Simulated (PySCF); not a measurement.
Question: Write Cartesian coordinates for InChI=1S/C5H5FO2/c1-8-5-3(6)2-4(5)7/h2H2,1H3 as optimised with GFN2-xTB.

Answer: 
```xyz
13
C5H5FO2 angstrom
C     -2.2365    0.3159    0.0587
O     -1.2170   -0.0502    0.9745
C      0.0183   -0.1120    0.4623
C      1.2321   -0.4114    0.9710
F      1.6650   -0.7608    2.1759
C      2.0151   -0.2265   -0.3037
C      0.6178    0.1157   -0.8739
O      0.2165    0.4318   -1.9561
H     -3.1616    0.3169    0.6306
H     -2.0557    1.3107   -0.3551
H     -2.3076   -0.4038   -0.7602
H      2.4772   -1.1197   -0.7235
H      2.7321    0.5939   -0.3182
```

Any rigid rotation of these coordinates is as good. Atoms count from 1 in this order. The 4 C–C bonds span 1.350 Å (C3=C4, drawn double) to 1.548 Å (C6–C7, drawn single), a spread of 0.198 Å. The 3 C–O bonds span 1.197 Å (C7=O8, drawn double) to 1.418 Å (C1–O2, drawn single), a spread of 0.221 Å. The 4-membered ring C3–C4–C6–C7 has internal angles of 82.5° to 97.0°; it is planar, 0.00 Å rms from its mean plane, widest ring torsion 0°. Of the pairs four or more bonds apart, C1···O8 is among the closest relative to their van der Waals radii: 3.18 Å, 99 % of the sum of Bondi's values.

Bonds between heavy atoms (Å): C1–O2 1.418, O2–C3 1.339, C3=C4 1.350, C4–F5 1.327, C4–C6 1.507, C6–C7 1.548, C7=O8 1.197, C3–C7 1.482.

Computed geometry: GFN2-xTB, gas phase.

Point group: Cs (tolerance 0.08 Å). Stationary, but not proved a minimum. One conformer, not necessarily the lowest (C1–O2–C3–C4 180°).
